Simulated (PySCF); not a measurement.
## Se(OH)₃: fields on a plane

All numbers come from UB3LYP in PySCF with Se def2-SVP, O def2-SVP, H def2-SVP; no relativity; density-fitted integrals.

The doublet minimum has O–H 0.969 Å, O–H 0.973 Å, O–H 0.977 Å, Se–O 1.796 Å, Se–O 1.863 Å, Se–O 1.940 Å; H–O–Se 103.4°, H–O–Se 110.0°, H–O–Se 110.4°, O–Se–O 81.1°, O–Se–O 86.3°, O–Se–O 163.2°.

The plane holds Se1 at (0.00, 0.00), O2 at (1.80, 0.00), O3 at (0.12, 1.86), H5 at (2.02, -0.93), H6 at (1.03, 2.14) Å. Columns run from x = -1.95 to 4.35 Å, rows from y = 4.35 (top) to -2.85 Å, in steps of 0.3 Å. Other isomers or separated fragments may lie lower.

Give the electron localisation function (set to 0 where the density is under 0.005 e/Å³). Lower edges of the bins: '0' 0.000, '1' 0.098, '2' 0.196, '3' 0.295, '4' 0.393, '5' 0.491, '6' 0.589, '7' 0.687, '8' 0.786, '9' 0.884; top 0.98.


```
0000000000000000000000
0000000000000000000000
0000000000000000000000
0000011000000000000000
0001343211343000000000
0003566535787300000000
0025788778998600000000
0025898679998500000000
0015893949997100000000
0002685168761000000000
0000268875200012100000
0000125652002565310000
1123432232147887520000
2467514413478898520000
3688445542770187520000
3688445542771076310000
2578514413577886200000
1245542222148997410000
0001233441018998510000
0000137886103898510000
0001258888610255200000
0015678789840000000000
0057878899861000000000
0168876788752000000000
0057764456541000000000
```

Give the spin density (e/Å³) (cut at ±0.5 e/Å³). Lower edges of the bins (e/Å³): '_' -0.063, '.' -0.028, ':' 0.008, '-' 0.043, '=' 0.078, '+' 0.114, '*' 0.149, '#' 0.184, '%' 0.219, '@' 0.255; top 0.29, each point printed twice.


```
............................................
............................................
............................................
............................................
............................................
............................................
............................................
..............::::..........................
............::==--..........................
............----::..........................
............::::............................
............................................
............................................
............................................
............__..............................
............__..........::..................
........................::..................
............................................
............................................
............................................
..............::::::........................
............::%%@@--::......................
............::****--::......................
............::----::........................
..............::::..........................
```
